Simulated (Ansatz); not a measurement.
Energy profile

The step: SiH₂SOF₂ ([OH][Si]([F])([F])[SH]) → SiSF₂ ([F][Si]([F])[S]) + H₂O (still joined by a long Si–O bond); bonds formed: O2–H4; bonds broken: S3–H4; bonds weakened to dative contacts: Si1–O2 (atoms numbered as in the saddle structure below).

| atom | x (Å) | y (Å) | z (Å) |
| --- | --- | --- | --- |
| Si1 | -0.5374 | -0.4337 | -0.0898 |
| O2 | 0.7023 | 0.6329 | 0.6068 |
| S3 | 0.7863 | -1.2480 | -1.3483 |
| H4 | 1.2947 | 0.0929 | -0.2449 |
| F5 | -1.6690 | 0.5722 | -0.5495 |
| F6 | -1.1756 | -1.2046 | 1.1255 |
| H7 | 0.5986 | 1.5883 | 0.5002 |

Electronic energies by CCSD(T) at an estimated basis limit (MP2 extrapolated from triple and quadruple zeta, plus CCSD(T) − MP2 in triple zeta), on PBE0-D4/def2-TZVP structures; SiH₂SOF₂, singlet; no counterpoise correction. Program: Ansatz 0.2.0. Basis: def2-TZVPP and def2-QZVPP. Cores are frozen in the correlated methods. Extrapolation: Hartree–Fock as exp(−7.88 √X), correlation as X^−2.97.

(1) Give the profile in eV, counted from the start structure. (To be estimated.)

The T1 diagnostic stays at or below 0.014.

Results:

(1) The calculation gives:
```
                                                                                             point     eV
                                                                                   start structure  0.000
                                                                                            saddle  1.750
                                                                                     end structure  1.405
separated: SiSF₂ (linked as [F][Si]([F])[S]; Si1, S3, F5, F6; singlet) + H₂O (O2, H4, H7; singlet)  2.535
```

For scale, one of the runs: CCSD(T)/def2-TZVPP, 205 basis functions, launched by `ansatz run in.yaml --threads 4 --pin off --events-out ev --progress --plain --max-ram 9574MiB`. Hardware: 4 CPU threads of an Arm Neoverse V2, shared host. Wall time 71 s; peak host memory 2.7 GiB.
